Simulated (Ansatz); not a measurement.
TiFH3, SMILES [F][TiH3], multiplicity 1.

Geometry optimised at PBE0-D3(BJ)/def2-TZVP. The spin state was assumed, not searched. The structure was generated by enumeration; whether it is a known compound was not checked.

Two levels are set side by side: PBE/def2-TZVPD (Ansatz, a quantum-chemistry and plane-wave program) and PBE0/def2-TZVPD (Ansatz). Energy differences of separate SCF runs at the same geometry; the states with an electron removed or added have multiplicity 2 and 2. Differences are taken from unrounded values.

```csv
quantity,PBE0
vertical ionisation energy (eV),11.41
vertical electron affinity (eV),1.29
vertical singlet–triplet gap (eV),2.97
```

Problem. What does PBE give, and how far is it from PBE0? (Estimate from the structure and the level; the computed values follow.)

Solution. 
```
quantity                             PBE  PBE minus PBE0
---------------------------------  -----  --------------
vertical ionisation energy (eV)    11.07           -0.34
vertical electron affinity (eV)     0.99           -0.30
vertical singlet–triplet gap (eV)   3.03            0.06
```
